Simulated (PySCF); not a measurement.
The same groups moved round the core (norbornane mercapto+boryl). Gas-phase values, no solvent. One relaxed conformer stands for each flexible species; it need not be the lowest. Strings in code marks are SMILES.

Level of theory: ωB97X-D3(BJ)/def2-TZVP // PBE0-D3(BJ)/def2-SVP in PySCF. All candidates: neutral, multiplicity 1. Delta-SCF ions had no search for a lower state. Excitations are Tamm–Dancoff values on a coarser integration grid. The basis has no diffuse functions, so Rydberg states are missing or too high.

- vertical ionisation energy (Delta-SCF) = 9.05 eV
- T1 excitation (TDA) = 5.17 eV
- S1 excitation (TDA) = 5.63 eV

Question: Say which member has these values.
A) `B[C@@H]1C[C@@H]2CC[C@H]1[C@@H]2S`
B) `B[C@@H]1[C@H]2CC[C@]1(S)CC2`
C) `B[C@]12CC[C@H](CC1)[C@@H]2S`
D) `B[C@@H]1C[C@H]2CC[C@]1(S)C2`

Answer: A, `B[C@@H]1C[C@@H]2CC[C@H]1[C@@H]2S`. The others give `B[C@@H]1C[C@H]2CC[C@]1(S)C2`: 8.84 eV, 5.19 eV, 5.60 eV; `B[C@]12CC[C@H](CC1)[C@@H]2S`: 9.02 eV, 5.05 eV, 5.42 eV; `B[C@@H]1[C@H]2CC[C@]1(S)CC2`: 8.87 eV, 5.13 eV, 5.52 eV
